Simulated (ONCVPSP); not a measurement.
## How hard is this nitrogen ONCV potential?

ONCVPSP 4.0.1 input, shortened (lines: element, Z, core and valence counts, functional; n l f; lmax; l rc ep ncon nbas qcut; lloc lpopt rc5 dvloc0; l nproj debl; icmod fcfact rcfact), revPBE, non-relativistic:

```
  N 7.00    1    2  -102130      upf
    1    0    2.00
    2    0    2.00
    2    1    3.00
    1
    0    0.95    0.00    5    9    8.40
    1    2.25    0.00    5    9    6.80
    4    5    0.60    0.00
    0    2    1.90
    1    2    0.80
    0    0.00    0.00
```

**Question.** For each optimised wave give the share of its norm inside rc, the residual kinetic energy above qcut (Ha) and the cutoffs (Ha) for errors of 10, 1, 0.1 and 0.01 mHa per electron.

**Answer.**

```
         wave  norm inside rc  residual KE  10 mHa  1 mHa  0.1 mHa  0.01 mHa
           2s           0.290      2.4e-04    20.4   29.9     50.3     181.3
s projector 2           0.114      3.2e-04    18.7   28.9    146.7     309.3
           2p           0.845      7.6e-07    12.0   15.6     18.4      20.7
p projector 2           0.223      4.5e-06    12.3   16.4     19.5      22.6
```

The occupied waves need 30 Ha and 50 Ha for 1 and 0.1 mHa. Its largest configuration-test error is +1842 meV.
